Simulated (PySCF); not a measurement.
Method: CAM-B3LYP-D3(BJ)/def2-TZVP run with PySCF 2.14.0. Gas-phase values, no solvent. Excitations are Tamm–Dancoff values on a coarser integration grid. The basis has no diffuse functions, so Rydberg states are missing or too high.

Reference species (SMILES): `N[SiH]=[SiH2]` (neutral, multiplicity 1).

```
Property                                        Value
-------------------------------------------  --------
LUMO                                         -0.70 eV
T1 excitation (TDA)                           1.77 eV
brightest of the four lowest singlets (TDA)   4.21 eV
```

Changed species: `[SiH2]=N[SiH3]`.

Q: Give the shifts of the LUMO, T1 excitation (TDA) and brightest of the four lowest singlets (TDA).

A: the LUMO decreases by 0.28 eV, to -0.98 eV; the T1 excitation (TDA) rises by 1.56 eV, to 3.33 eV; the brightest of the four lowest singlets (TDA) increases by 1.42 eV, to 5.63 eV.
